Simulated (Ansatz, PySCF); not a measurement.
Noncovalent pair: GeH4 (SMILES [GeH4]) (first 5 atoms) with CH6Si (SMILES C[SiH3]); geometry from B3LYP-D3(BJ)/def2-TZVP.
(charge 0, multiplicity 1):
```xyz
13

Ge     0.187    -0.150     0.205
H      0.703    -1.195     1.205
H      0.869    -0.358    -1.155
H      0.497     1.258     0.732
H     -1.333    -0.312     0.045
C     -1.280     0.331     3.910
Si     0.471    -0.069     4.452
H     -1.443     1.410     3.885
H     -2.006    -0.104     4.600
H     -1.488    -0.065     2.914
H      1.461     0.586     3.565
H      0.708    -1.533     4.416
H      0.701     0.407     5.838
```

Monomers are frozen at their geometry in the pair; levels with a basis set take the counterpoise correction.

Frozen-core correlation. Filled d and f shells under p-block atoms count as core. Rows in 6-31G* carry no dispersion term and start afresh at each structure (6-31G* with six Cartesian d functions); the Pople sets are all-electron and without relativity.

The values were computed with Ansatz (a quantum-chemistry and plane-wave program) with Gaussian orbitals; PySCF for 6-31G* rows, the dispersion terms. Values without a source in brackets are computed.

Problem. One of these levels gives 1.32 kcal/mol for the interaction energy. Which one is it?
A. PBE-D3(BJ)/def2-TZVPPD
B. HF/6-31G*
C. SCS-MP2/def2-SVPD
D. r2SCAN-D3(BJ)/def2-TZVPPD

Solution. B, HF/6-31G*. The others give -1.44 (PBE-D3(BJ)/def2-TZVPPD), -1.02 (r2SCAN-D3(BJ)/def2-TZVPPD), -0.19 (SCS-MP2/def2-SVPD)
